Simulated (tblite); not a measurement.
C₁₁H₉BF₂O.
SMILES with atom numbers: `[CH3:1][O:2][c:3]1[cH:4][c:5]2[cH:6][cH:7][c:8]([B:9]([F:10])[F:11])[cH:12][cH:13][c:14]-2[cH:15]1` (hydrogens: H16, H17, H18 on C1; H19 on C4; H20 on C6; H21 on C7; H22 on C12; H23 on C13; H24 on C15)

Computed with GFN2-xTB (tblite), gas phase: L-BFGS steps from a force-field or distance-geometry start until the largest atomic force falls under 0.01 eV/Å.

Step 1: E = -1168.5099 eV
```
atom  x, y, z in Å  |  force x, y, z in eV/Å
C1      4.5092   -0.6479   -0.2039   -0.438   0.188   0.062
O2      3.6354    0.4111    0.2142    0.464   0.178   0.166
C3      2.2974    0.3035    0.1588   -0.290  -0.323  -0.252
C4      1.5258   -0.7749   -0.3198    0.347   0.337   0.285
C5      0.1758   -0.4723   -0.2004    0.500   0.393   0.054
C6     -0.8539   -1.3000   -0.5736   -0.143  -0.274  -0.078
C7     -2.2079   -1.0547   -0.4958   -0.527   0.255   0.153
C8     -2.9092    0.0797   -0.0241   -0.489   0.136   0.024
B9     -4.5051    0.0084   -0.0805   -0.417   0.033  -0.001
F10    -5.2704    1.0807    0.3607    0.900  -2.028  -0.842
F11    -5.1399   -1.1231   -0.5707    0.640   2.056   0.884
C12    -2.3439    1.2804    0.4927   -0.439  -0.457  -0.194
C13    -1.0268    1.6370    0.6702   -0.261   0.376   0.106
C14     0.0971    0.9022    0.3704    0.748  -0.321  -0.051
C15     1.4030    1.3255    0.5704    0.412  -0.445  -0.157
H16     4.3530   -0.8550   -1.2683    0.014  -0.083   0.097
H17     4.3285   -1.5524    0.3911   -0.020   0.100  -0.132
H18     5.5581   -0.3305   -0.0534   -0.688   0.125   0.036
H19     1.9260   -1.6901   -0.6853    0.077  -0.355  -0.171
H20    -0.5512   -2.2688   -0.9698   -0.101   0.150   0.040
H21    -2.8218   -1.8767   -0.8469   -0.158   0.150   0.040
H22    -3.0490    2.0436    0.7993   -0.172  -0.170  -0.060
H23    -0.8382    2.6288    1.0919   -0.082  -0.288  -0.121
H24     1.6962    2.2653    0.9745    0.122   0.270   0.110
```

Step 2: E = -1168.6981 eV
```
atom  x, y, z in Å  |  force x, y, z in eV/Å
C1      4.4922   -0.6450   -0.2016    0.032   0.294  -0.025
O2      3.6410    0.4172    0.2194    0.435   0.058   0.085
C3      2.3095    0.2947    0.1516   -0.550   0.087  -0.004
C4      1.5354   -0.7752   -0.3154    0.345  -0.081   0.029
C5      0.1852   -0.4728   -0.2043   -0.087   0.336   0.102
C6     -0.8593   -1.3027   -0.5735    0.162   0.278   0.137
C7     -2.2171   -1.0493   -0.4920   -0.392   0.217   0.119
C8     -2.9293    0.0792   -0.0255    0.130   0.138   0.052
B9     -4.5289    0.0089   -0.0809    2.461   0.081   0.067
F10    -5.2381    1.0144    0.3332   -0.871   0.438   0.173
F11    -5.1158   -1.0555   -0.5416   -0.786  -0.471  -0.211
C12    -2.3483    1.2754    0.4908   -0.453  -0.415  -0.189
C13    -1.0348    1.6425    0.6708    0.245  -0.389  -0.180
C14     0.1088    0.9060    0.3746    0.146  -0.363  -0.135
C15     1.4150    1.3179    0.5682    0.395   0.079   0.050
H16     4.3541   -0.8575   -1.2649   -0.097  -0.054   0.007
H17     4.3289   -1.5477    0.3859   -0.146  -0.088   0.033
H18     5.5389   -0.3264   -0.0522   -0.545   0.112   0.038
H19     1.9265   -1.6964   -0.6887    0.054  -0.236  -0.115
H20    -0.5534   -2.2655   -0.9691   -0.121   0.015  -0.009
H21    -2.8272   -1.8723   -0.8457   -0.179   0.102   0.028
H22    -3.0541    2.0375    0.7971   -0.189  -0.112  -0.039
H23    -0.8403    2.6198    1.0881   -0.082   0.102   0.041
H24     1.6992    2.2725    0.9773    0.096  -0.124  -0.055
```

Step 3: E = -1168.7703 eV
```
atom  x, y, z in Å  |  force x, y, z in eV/Å
C1      4.4929   -0.6422   -0.2019   -0.117   0.103  -0.004
O2      3.6450    0.4177    0.2202    0.099   0.092   0.083
C3      2.3045    0.2960    0.1518   -0.010   0.055  -0.004
C4      1.5387   -0.7767   -0.3154    0.048  -0.042   0.034
C5      0.1837   -0.4699   -0.2034    0.211   0.162   0.039
C6     -0.8574   -1.2993   -0.5719   -0.108   0.144   0.074
C7     -2.2206   -1.0473   -0.4909   -0.065   0.044   0.048
C8     -2.9276    0.0804   -0.0250    0.187   0.062   0.023
B9     -4.5025    0.0097   -0.0802    0.822   0.054   0.029
F10    -5.2481    1.0209    0.3358   -0.177  -0.314  -0.134
F11    -5.1247   -1.0624   -0.5446   -0.205   0.296   0.124
C12    -2.3525    1.2717    0.4890   -0.084  -0.124  -0.059
C13    -1.0319    1.6379    0.6687   -0.022  -0.208  -0.106
C14     0.1094    0.9028    0.3734    0.278  -0.161  -0.051
C15     1.4187    1.3193    0.5689    0.100  -0.037  -0.005
H16     4.3531   -0.8580   -1.2649   -0.089  -0.041   0.013
H17     4.3274   -1.5487    0.3863   -0.121  -0.003  -0.020
H18     5.5338   -0.3253   -0.0518   -0.382   0.148   0.051
H19     1.9270   -1.6985   -0.6897    0.061  -0.220  -0.107
H20    -0.5545   -2.2655   -0.9692   -0.129   0.101   0.028
H21    -2.8289   -1.8714   -0.8455   -0.168   0.116   0.036
H22    -3.0560    2.0365    0.7967   -0.162  -0.137  -0.049
H23    -0.8411    2.6212    1.0887   -0.099  -0.073  -0.033
H24     1.7001    2.2708    0.9766    0.130  -0.019  -0.010
```

**Question.** Estimate the geometry and energy of step 4. (The exact step hangs on the optimiser's Hessian estimate; all steps are aligned on step 3, rigid shifts and turns removed.)

**Answer.** E = -1168.8053 eV, largest force 0.351 eV/Å
```
atom  x, y, z in Å  |  force x, y, z in eV/Å
C1      4.4882   -0.6388   -0.2018   -0.160  -0.039  -0.001
O2      3.6484    0.4206    0.2229   -0.085   0.082   0.054
C3      2.3062    0.2966    0.1509    0.123   0.022   0.012
C4      1.5424   -0.7796   -0.3148    0.015  -0.052  -0.001
C5      0.1876   -0.4671   -0.2035    0.157  -0.045  -0.020
C6     -0.8595   -1.2946   -0.5694   -0.040   0.076   0.039
C7     -2.2239   -1.0450   -0.4890    0.126  -0.086  -0.016
C8     -2.9266    0.0815   -0.0248    0.351   0.011   0.009
B9     -4.4788    0.0111   -0.0794   -0.002   0.011  -0.001
F10    -5.2513    1.0084    0.3305   -0.009  -0.232  -0.097
F11    -5.1290   -1.0501   -0.5395   -0.022   0.238   0.102
C12    -2.3556    1.2679    0.4873    0.124   0.080   0.029
C13    -1.0321    1.6317    0.6654    0.032  -0.075  -0.039
C14     0.1152    0.9004    0.3731    0.106   0.001  -0.003
C15     1.4240    1.3190    0.5692    0.006  -0.014  -0.002
H16     4.3512   -0.8593   -1.2641   -0.110  -0.013   0.001
H17     4.3245   -1.5484    0.3853   -0.126   0.033  -0.026
H18     5.5216   -0.3213   -0.0505   -0.161   0.174   0.062
H19     1.9283   -1.7040   -0.6925    0.036  -0.126  -0.064
H20    -0.5577   -2.2632   -0.9687   -0.142   0.168   0.059
H21    -2.8338   -1.8681   -0.8445   -0.138   0.118   0.042
H22    -3.0606    2.0324    0.7953   -0.115  -0.140  -0.052
H23    -0.8437    2.6191    1.0878   -0.109  -0.187  -0.083
H24     1.7033    2.2705    0.9765    0.142  -0.006  -0.003
```

The energy changes by -0.0350 eV. The first-order estimate −F·Δx gives -0.0517 eV and the mean of the old and new forces, exact on a quadratic surface, -0.0348 eV. The step makes an angle of 15° with the force vector and moves no atom by more than 0.024 Å.

What follows is the cost of the whole relaxation. Hardware: an Arm Neoverse V1 with one thread, no GPU, shared host with 32 logical CPUs at a one-minute load of 18. Cost: 0.46 s wall.
